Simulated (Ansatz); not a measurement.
```xyz
6

N    -0.911   -0.694    0.400
Y     0.665    0.510   -0.294
Cl    1.504    0.012   -2.557
Cl    1.469    2.254    1.250
H    -1.357   -1.454   -0.101
H    -1.370   -0.627    1.302
```

Total charge 0; spin multiplicity 1. Y: def2 effective core potential.

Task: List the ωB97M-V/def2-TZVPP orbital energies in eV (Ansatz). (An estimate is asked.)

Result: Ansatz gave: Occupied: -2771.03, -2771.03, -393.91, -261.44, -261.44, -198.84, -198.84, -198.83, -198.83, -198.82, -198.82, -55.19, -33.40, -33.39, -33.36, -25.46, -24.43, -24.20, -15.67, -12.85, -12.13, -11.62, -11.35, -11.21, -11.17, -11.04, -10.03. Lowest empty: -0.81, 0.61, 1.02, 1.12, 1.27, 1.60, 1.64, 2.13.
